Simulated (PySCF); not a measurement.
Level of theory: PBE0-D4/def2-TZVP run with PySCF. Gas-phase values, no solvent. One relaxed conformer stands for a flexible species; it need not be the lowest. Excitations are Tamm–Dancoff values on a coarser integration grid. The basis has no diffuse functions, so Rydberg states are missing or too high.

Reference species (SMILES): `B/C(C=C)=C\N` (neutral, multiplicity 1).

```json
{
  "S1 excitation (TDA)": "3.80 eV",
  "T1 excitation (TDA)": "2.42 eV",
  "S1–T1 gap (TDA)": "1.38 eV"
}
```

Changed species: `C(=C/N)(/C=C)B`.

Question: What does the change do to the S1 excitation (TDA), T1 excitation (TDA) and S1–T1 gap (TDA)?

Answer: the S1 excitation (TDA) increases by 0.92 eV, to 4.72 eV; the T1 excitation (TDA) goes up by 0.57 eV, to 2.99 eV; the S1–T1 gap (TDA) increases by 0.35 eV, to 1.73 eV.
